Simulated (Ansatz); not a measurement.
Geometry optimisation, DFT PBE-D3(BJ), scalar-relativistic, plane waves, PAW in Ansatz.

Input:

```yaml
crystal:
  lattice:
    - [6.738664, 0.0, 0.0]
    - [0.0, 6.738664, 0.0]
    - [0.0, 0.0, 6.738664]
  atoms:
    - { symbol: O, position: [0.4119871, 0.6065898, 0.4406772] }
    - { symbol: H, position: [0.4248296, 0.7450075, 0.47721] }
    - { symbol: H, position: [0.5315756, 0.5457767, 0.4922464] }
    - { symbol: O, position: [0.5184704, 0.9233644, 0.7769738] }
    - { symbol: H, position: [0.457357, 1.0392095, 0.8361691] }
    - { symbol: H, position: [0.6590897, 0.9429683, 0.7993554] }
    - { symbol: O, position: [0.2970269, 0.1923334, 1.0367562] }
    - { symbol: H, position: [0.1743429, 0.2313051, 0.9728119] }
    - { symbol: H, position: [0.3940145, 0.2851524, 0.9854038] }
    - { symbol: O, position: [0.2615996, 0.540747, 0.9239806] }
    - { symbol: H, position: [0.2298103, 0.6654469, 0.9879995] }
    - { symbol: H, position: [0.3545257, 0.5774114, 0.8206389] }
    - { symbol: O, position: [0.5488562, 0.101418, 0.2761447] }
    - { symbol: H, position: [0.6004158, 0.1233151, 0.1437772] }
    - { symbol: H, position: [0.5801223, 0.2229717, 0.3461888] }
    - { symbol: O, position: [0.9872087, 0.2335698, 0.3910956] }
    - { symbol: H, position: [1.0430905, 0.3423876, 0.4665605] }
    - { symbol: H, position: [0.8758883, 0.1896129, 0.4706857] }
    - { symbol: O, position: [0.9192913, 0.7952494, 0.7438448] }
    - { symbol: H, position: [0.9861313, 0.8838196, 0.6524841] }
    - { symbol: H, position: [0.9540288, 0.6639846, 0.6967079] }
    - { symbol: O, position: [0.0084512, 0.8955603, 0.2296843] }
    - { symbol: H, position: [0.122276, 0.9096495, 0.1430562] }
    - { symbol: H, position: [-0.0612246, 0.7813046, 0.1772444] }
    - { symbol: Ca, position: [0.806504, 0.411376, 0.978042] }
    - { symbol: Cl, position: [0.4193991, 0.2873537, 0.6092502] }
    - { symbol: Cl, position: [0.7156658, 0.8073289, 0.4143963] }
basis:
  ecutwfc: 420.0
kpoints:
  mp_grid: { grid: [1, 1, 1] }
hamiltonian:
  xc: pbe
  dispersion: d3bj
scf:
  occupations: { method: fermi_dirac, width: 0.02 }
  lower_state_search: "off"
relax:
  f_tol: 0.3
  max_steps: 15
  adjacent_minimum: "off"
output:
  write_density: true
  write_potential: true
  elf: true
  volumetric_format: npy
```

Command:

```bash
$ ansatz run input.yaml --threads 1 --pin off --max-ram 3072MiB --backend cpu --events-out ev --progress --plain --runs-dir out
```

Where does it end, and by what steps?

It did not converge within its limit. Limits of this set-up: coarse k mesh. After 14 steps the energy has fallen by 12.146 eV; Cl26 moved furthest, 1.92 Å. Joined: O13–Ca25, Ca25–Cl27.

| step | energy less start (eV) | largest force component (eV/Å) | accepted |
| --- | --- | --- | --- |
| 0 | 0.0000 | 2.150 | yes |
| 1 | -1.9901 | 1.848 | yes |
| 2 | -3.5495 | 2.007 | yes |
| 3 | -4.8635 | 2.418 | yes |
| 4 | -6.1792 | 1.713 | yes |
| 5 | -7.2896 | 1.288 | yes |
| 6 | -8.0248 | 1.149 | yes |
| 7 | -8.6243 | 1.039 | yes |
| 8 | -9.1830 | 1.147 | yes |
| 9 | -9.7642 | 1.574 | yes |
| 10 | -10.4024 | 2.862 | yes |
| 11 | -10.9775 | 2.540 | yes |
| 12 | -11.4615 | 1.166 | yes |
| 13 | -11.7854 | 1.064 | yes |
| 14 | -12.1461 | 1.675 | yes |

```xyz
27
Lattice="6.7387 0.0000 0.0000 0.0000 6.7387 0.0000 0.0000 0.0000 6.7387" Properties=species:S:1:pos:R:3
O 1.970 3.913 3.540
H 1.912 4.761 3.039
H 2.932 3.712 3.567
O 3.418 5.750 5.920
H 3.011 6.617 5.733
H 4.256 5.733 5.414
O 1.964 1.088 6.673
H 1.060 1.281 7.075
H 2.258 1.986 6.407
O 1.405 3.732 6.275
H 2.069 4.357 6.649
H 1.553 3.865 5.302
O 4.392 1.292 1.441
H 3.990 0.546 0.951
H 3.678 1.554 2.056
O 6.869 2.247 2.057
H 7.412 2.725 2.725
H 6.217 1.689 2.526
O 6.008 5.115 5.008
H 6.562 5.874 4.743
H 5.731 4.722 4.140
O 0.886 5.996 1.874
H 1.262 6.206 0.978
H -0.075 5.692 1.694
Ca 5.740 3.286 6.965
Cl 4.556 2.220 4.884
Cl 4.793 4.745 2.134
```

Time of the run: 42 s on 1 thread of Arm Neoverse V1, on a shared host, peak memory 0.38 GiB.
